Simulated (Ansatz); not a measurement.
Two structures of SiH5ClF2, singlet, reached by relaxing down either side of one saddle point (PBE0-D4/def2-TZVP). Energies are electronic, without zero-point energy. Program: Ansatz 0.2.0. Basis: def2-TZVPP and def2-QZVPP. Cores are frozen in the correlated methods. Extrapolation: Hartree–Fock as exp(−7.88 √X), correlation as X^−2.97. First:

```xyz
9
angstrom
Si 0.0462 1.2608 -0.8279
Cl 1.7736 0.1827 -0.3438
H -0.8525 0.3540 -1.5654
H -0.5312 1.7692 0.4297
H 0.5250 2.3652 -1.6889
H -0.9693 -1.4544 1.1395
F -1.6490 -0.8451 0.9365
H 1.0749 -1.4899 0.7278
F 0.5825 -2.1426 1.1924
```

Second:

Si1  (-0.734, 1.244, -0.509)
Cl2  (2.198, -1.101, -0.769)
H3  (-0.708, 0.526, -1.799)
H4  (-1.871, 2.189, -0.437)
H5  (0.546, 1.914, -0.205)
H6  (-0.287, -1.254, 1.321)
F7  (-1.001, 0.144, 0.659)
H8  (1.593, -1.682, 0.216)
F9  (0.265, -1.980, 1.523)
(Å)

Task: Which bonds change from the first to the second?

Result: SiH₃Cl ([SiH3][Cl]) + HF + HF → SiH₃F ([F][SiH3]) + HCl + HF; bonds formed: Si1–F7, Cl2–H8, H6–F9; bonds broken: Si1–Cl2, H6–F7, H8–F9.

Task: Give the saddle point's structure and its height above each. (An estimate is asked for; the value comes from the calculation.)

Result: Computed: 1.286 eV above the first and 1.592 eV above the second (CCSD(T) at an estimated basis limit (MP2 extrapolated from triple and quadruple zeta, plus CCSD(T) − MP2 in triple zeta)).
```
9
angstrom
Si -0.3129 1.0110 -0.5456
Cl 1.7053 -0.2957 -0.3062
H -0.8164 0.2349 -1.6922
H -1.3874 1.8672 0.0266
H 0.6950 2.0282 -0.9349
H -0.3870 -1.1022 1.0215
F -0.8364 -0.1157 0.8466
H 1.0466 -1.5564 0.5099
F 0.2932 -2.0713 1.0744
```

No T1 diagnostic of these runs exceeds 0.011.

Labels in which every atom is bracketed show which atoms are joined, not bond orders.

For scale, one of the runs: CCSD(T)/def2-TZVPP, 216 basis functions, launched by `ansatz run in.yaml --threads 4 --pin off --events-out ev --progress --plain --max-ram 9574MiB`. Hardware: 4 CPU threads of an Intel Xeon, shared host. Wall time 84 s; peak host memory 3.2 GiB.
